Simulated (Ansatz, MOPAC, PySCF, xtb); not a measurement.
Diatomic CdS, closed-shell singlet (lowest of 2S+1 = 1, 3 at CCSD(T)/def2-TZVPP on PBE0 minima; our sources give no spin for the ground state, which may be another). No spin–orbit coupling.

Seven points along R, fitted to fifth degree in 1/R; most abundant isotopes. Runs in def2 and cc sets follow the lowest solution found near the PBE0 minimum. The singlet is held restricted. HF and MP2 rows in def2 and cc sets belong to the determinant that coupled cluster picked by its CCSD energy.

Run with Ansatz (a program for electronic structure); MOPAC for PM3 (differences of heats of formation); PySCF for LANL2DZ rows; xtb for the GFN methods.  In def2 rows elements past Kr take small-core potentials, without spin–orbit coupling.

| level | r_e (Å) | ω_e (cm⁻¹) | B_e (cm⁻¹) | α_e (cm⁻¹) | dipole (D) |
|---|---|---|---|---|---|
| PM3 | 2.313 | 320 | 0.126 | 0.00017 | - |
| GFN1-xTB | 2.219 | 447 | 0.137 | 0.00092 | - |
| GFN2-xTB | 2.237 | 389 | 0.135 | 0.00083 | - |
| HF/def2-TZVPP | 2.283 | 361 | 0.130 | 0.00084 | - |
| HF/def2-QZVPP | 2.279 | 365 | 0.130 | 0.00082 | - |
| SVWN5/def2-TZVPP | 2.200 | 408 | 0.139 | 0.00069 | 4.97 |
| PBE/def2-TZVPP | 2.247 | 379 | 0.134 | 0.00070 | 5.28 |
| BP86/LANL2DZ | 2.357 | 349 | 0.122 | 0.00065 | 5.96 |
| r2SCAN/def2-TZVPP | 2.225 | 398 | 0.136 | 0.00068 | 5.73 |
| B97M-V/def2-TZVPP | 2.247 | 383 | 0.134 | 0.00072 | 5.54 |
| B3LYP/LANL2DZ | 2.362 | 340 | 0.121 | 0.00070 | 6.08 |
| B3LYP/def2-TZVPP | 2.265 | 365 | 0.132 | 0.00074 | 5.53 |
| PBE0/def2-TZVPP | 2.236 | 390 | 0.135 | 0.00070 | 5.96 |
| BHLYP/def2-TZVPP | 2.258 | 373 | 0.132 | 0.00076 | 6.25 |
| CAM-B3LYP/def2-TZVPP | 2.241 | 382 | 0.134 | 0.00075 | 5.91 |
| wB97X-V/def2-TZVPP | 2.228 | 397 | 0.136 | 0.00072 | 6.49 |
| wB97M-V/def2-TZVPP | 2.237 | 390 | 0.135 | 0.00072 | 6.24 |
| B2PLYP/def2-TZVPP | 2.248 | 383 | 0.134 | 0.00069 | - |
| MP2/def2-TZVPP | 2.221 | 403 | 0.137 | 0.00061 | - |
| MP2/def2-QZVPP | 2.217 | 405 | 0.137 | 0.00060 | - |
| MP2/CBS(def2-TZVPP, def2-QZVPP) | 2.217 | 405 | 0.137 | 0.00060 | - |
| SCS-MP2/def2-TZVPP | 2.244 | 385 | 0.134 | 0.00064 | - |
| SCS-MP2/def2-QZVPP | 2.240 | 389 | 0.135 | 0.00063 | - |
| CCSD/def2-TZVPP | 2.257 | 371 | 0.133 | 0.00075 | - |
| CCSD/def2-QZVPP | 2.250 | 379 | 0.133 | 0.00072 | - |
| CCSD(T)/def2-TZVPP | 2.254 | 376 | 0.133 | 0.00072 | - |
| CCSD(T)/def2-QZVPP | 2.248 | 383 | 0.134 | 0.00069 | - |
| CCSD(T)/CBS(def2-TZVPP, def2-QZVPP) | 2.246 | 385 | 0.134 | 0.00069 | - |

Correlated levels freeze the inner cores; with def2 sets outer-core shells near the valence are correlated too. CBS: X⁻³ extrapolation of the correlation energy, Hartree–Fock from the larger set. Rows in LANL2DZ carry no dispersion term and start afresh at each structure. LANL2DZ brings its own core potentials from Na on. The state that PM3 reach isn't checked.

Doubts at one or more of the structures used: a restricted determinant that unrestricted orbitals would lower (HF/def2-TZVPP, HF/def2-QZVPP, B2PLYP/def2-TZVPP, MP2/def2-TZVPP, MP2/def2-QZVPP, MP2/CBS(def2-TZVPP, def2-QZVPP), SCS-MP2/def2-TZVPP, SCS-MP2/def2-QZVPP, CCSD/def2-TZVPP, CCSD/def2-QZVPP, CCSD(T)/def2-TZVPP, CCSD(T)/def2-QZVPP, CCSD(T)/CBS(def2-TZVPP, def2-QZVPP)).
